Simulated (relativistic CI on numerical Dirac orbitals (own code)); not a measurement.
# Ligand-field terms of d2

Computed with a parametric ligand-field model of a d^n configuration (Racah B and C, spin-orbit zeta, crystal field), exact diagonalisation.

Field parameters in Wybourne normalisation: Oh B⁴₀ = 21Dq, B⁴₄ = √(5/14) B⁴₀. The field is a parameter set, without covalency.

B = 570 cm⁻¹, C = 2410 cm⁻¹ (C/B = 4.23), Oh, no spin-orbit coupling. Tanabe-Sugano data, E/B above the lowest term (Δ = |10Dq|; b, c mark the second and third term of a kind):

| Δ/B | 3T1 | 3T2 | 3A2 | 1T2 | 1E | 1A1 |
| --- | --- | --- | --- | --- | --- | --- |
| 1.0 | 0.00 | 0.81 | 1.81 | 13.80 | 14.27 | 21.44 |
| 5.0 | 0.00 | 4.22 | 9.22 | 14.68 | 15.50 | 24.87 |
| 9.0 | 0.00 | 7.82 | 16.82 | 14.98 | 15.59 | 27.49 |
| 13.0 | 0.00 | 11.53 | 24.53 | 15.06 | 15.51 | 29.38 |
| 17.0 | 0.00 | 15.32 | 32.32 | 15.06 | 15.41 | 30.72 |
| 21.0 | 0.00 | 19.16 | 40.16 | 15.03 | 15.32 | 31.67 |
| 25.0 | 0.00 | 23.03 | 48.03 | 14.99 | 15.24 | 32.38 |
| 29.0 | 0.00 | 26.92 | 55.92 | 14.96 | 15.17 | 32.90 |
| 33.0 | 0.00 | 30.84 | 63.84 | 14.93 | 15.11 | 33.31 |
| 37.0 | 0.00 | 34.77 | 71.77 | 14.90 | 15.06 | 33.63 |
| 41.0 | 0.00 | 38.71 | 79.71 | 14.87 | 15.02 | 33.89 |
| 45.0 | 0.00 | 42.66 | 87.66 | 14.84 | 14.98 | 34.11 |

The ground term stays 3T1.
